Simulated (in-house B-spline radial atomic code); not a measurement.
**The platinum ion Pt³⁺: [He] 2s1 2p6 3s2 3p6 3d10 4s2 4p6 4d10 4f14 5s2 5p6 5d8 (with a hole in an inner shell)**

Method: Dirac-Kohn-Sham PBE, spherical fractional occupations, Fermi nucleus of rms radius 5.427 fm. Calculated with a radial B-spline atomic code at the basis-set limit.

Effective charges: Z_r = [3n² - l(l+1)]/(2<r>) from the radius, Z_e = n√(-2ε) from the energy, and Slater's rules. Values are occupation-weighted means over j. An effective charge above Z reflects the relativistic contraction of the inner shells.

| shell | electrons | ε (eV) | <r> (bohr) | Z_r | Z_e | Slater |
| --- | --- | --- | --- | --- | --- | --- |
| 1s | 2 | -78647 | 0.01715 | 87.49 | 76.03 | 77.70 |
| 2s | 1 | -13982 | 0.07145 | 83.98 | 64.11 | 74.20 |
| 2p | 6 | -12276 | 0.06438 | 77.66 | 60.07 | 74.20 |
| 3s | 2 | -3338.5 | 0.1851 | 72.94 | 46.99 | 67.60 |
| 3p | 6 | -2831.2 | 0.1852 | 67.49 | 43.28 | 67.60 |
| 3d | 10 | -2236.5 | 0.168 | 62.51 | 38.46 | 57.85 |
| 4s | 2 | -751.99 | 0.4105 | 58.46 | 29.74 | 51.25 |
| 4p | 6 | -581.98 | 0.4345 | 52.94 | 26.16 | 51.25 |
| 4d | 10 | -361.96 | 0.4589 | 45.76 | 20.63 | 39.85 |
| 5s | 2 | -141.94 | 0.9332 | 40.19 | 16.15 | 21.35 |
| 4f | 14 | -118.99 | 0.497 | 36.22 | 11.83 | 28.45 |
| 5p | 6 | -95.784 | 1.065 | 34.27 | 13.27 | 21.35 |
| 5d | 8 | -40.712 | 1.434 | 24.06 | 8.65 | 8.55 |

The least bound orbital is 5d5/2 at -39.98 eV, and it is also the most diffuse (<r> = 1.451 bohr). The part-filled 2s shell lies below the filled 5p shell in orbital energy.

Spin-orbit splittings of the orbital energies (j = l + 1/2 above j = l - 1/2 when positive): 2p 1747 eV, 3p 389.4 eV, 3d 85.73 eV, 4p 93.35 eV, 4d 17.79 eV, 4f 3.849 eV, 5p 16.1 eV, 5d 1.828 eV.

For the 1s electron the small component carries 8.75 % of the norm, the zero-frequency Breit interaction raises the level by 282.8 eV, self-energy by 185 eV, and vacuum polarisation lowers it by 37.16 eV.
